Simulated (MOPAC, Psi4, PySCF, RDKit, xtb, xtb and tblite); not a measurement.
Two geometries of SMILES C#CCCO (C4H6O), relaxed at GFN2-xTB with one dihedral held; other torsions can differ between them too.

Structure A

```
11

C     -2.2174     0.0218     0.4391
C     -1.1839    -0.3306    -0.0513
C      0.1089    -0.6731    -0.6094
C      1.2306     0.0512     0.1497
O      1.1275     1.4511     0.0652
H     -3.1426     0.2894     0.8547
H      0.2628    -1.7527    -0.5427
H      0.1329    -0.3803    -1.6634
H      1.2112    -0.2641     1.2050
H      2.2032    -0.2109    -0.2742
H      0.1944     1.6873     0.1399
```

Structure B

```
11

C      0.3374    -3.2155    -0.6843
C      0.2281    -2.0240    -0.6751
C      0.1141    -0.5821    -0.6434
C      1.2511     0.0476     0.1708
O      1.1083     1.4551     0.1470
H      0.4211    -4.2607    -0.7052
H      0.1486    -0.1858    -1.6612
H     -0.8442    -0.2988    -0.1998
H      1.2182    -0.3399     1.1955
H      2.2192    -0.2316    -0.2694
H      1.3128     1.8206     1.0109
```

Problem. Which is lower in energy at the level DF-MP2 (frozen core)/cc-pVTZ // GFN2-xTB (Psi4), and by how much?

Solution. A is lower, by 1.51 kcal/mol (dihedral C3–C4–O5–H11: 40° in A, 140° in B).

E(B) − E(A) in kcal/mol at the other levels, on the same two geometries: GFN2-xTB (xtb and tblite) 2.31; MMFF94 // GFN2-xTB (RDKit) 1.23; B3LYP/def2-TZVP // GFN2-xTB (Psi4) 0.95; B3LYP-D3(BJ)/def2-TZVP // GFN2-xTB (Psi4) 1.42; PBE/def2-TZVP // GFN2-xTB (Psi4) 1.47; PBE-D3(BJ)/def2-TZVP // GFN2-xTB (Psi4) 1.73; HF/cc-pVTZ // GFN2-xTB (Psi4) 0.36; UFF // GFN2-xTB (RDKit) -2.78; PM3, restricted, heats of formation // GFN2-xTB (MOPAC) 1.87; AM1, restricted, heats of formation // GFN2-xTB (MOPAC) 1.36; GFN1-xTB // GFN2-xTB (xtb) 1.36; restricted B3LYP/6-31G*, spherical d // GFN2-xTB (PySCF) 1.82; restricted MP2 (frozen core)/3-21G // GFN2-xTB (PySCF) 0.74; restricted Hartree-Fock/STO-3G // GFN2-xTB (PySCF) 1.58; restricted MP2 (frozen core)/6-31G*, spherical d // GFN2-xTB (PySCF) 1.99.
